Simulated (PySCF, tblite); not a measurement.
Isomers of C5H8NO (doublet state), one GFN2-xTB conformer each. Single-point energies are computed at B3LYP/pcH-1 (PySCF, gas phase, no added dispersion term), electronic only. GFN2-xTB treats the open shell by occupation alone, and not every SCF solution was tested for stability.

Question: Rank them by B3LYP/pcH-1 energy, lowest first (kJ/mol).
A. `[CH2:1][N:2]([CH:3]=[O:4])[CH2:5][CH:6]=[CH2:7]` (doublet state) with H–C1–N2–C3 179° and 0°, C1–N2–C3–O4 180°, C1–N2–C5–C6 65°, N2–C5–C6–C7 -132°
B. `[CH2:1][C:2](=[O:3])[NH:4][CH:5]1[CH2:6][CH2:7]1` (doublet state) with H–C1–C2–O3 -179° and 0°, C1–C2–N4–C5 180°, C2–N4–C5–C6 -146°
C. `[CH3:1][CH:2][C@H:3]([C:4]#[N:5])[O:6][CH3:7]` (doublet state) with C1–C2–C3–C4 -85°, C2–C3–O6–C7 178°

Answer: A (0.0), B (13.2), C (67.6).

Neighbours under 21 kJ/mol apart ([CH2]N(C=O)CC=C and [CH2]C(=O)NC1CC1) can change places with a better method, another conformer or zero-point energy. GFN2-xTB itself gives, in the same order: 5.0, 0.0, 103.2. GFN2-xTB puts [CH2]C(=O)NC1CC1 lowest instead; measured from each level's own lowest isomer, the values differ by up to 35.6 kJ/mol (C[CH][C@H](C#N)OC: 103.2 against 67.6).

What happens when harmonic zero-point energies from GFN2-xTB frequencies are added?

```
           SMILES  ZPE (kJ/mol)  electronic (kJ/mol)  with ZPE (kJ/mol)
  [CH2]N(C=O)CC=C         309.5                  0.0                0.0
 [CH2]C(=O)NC1CC1         312.4                 13.2               16.0
C[CH][C@H](C#N)OC         306.7                 67.6               64.8
```

The zero-point energies span 5.7 kJ/mol. The order is unchanged.
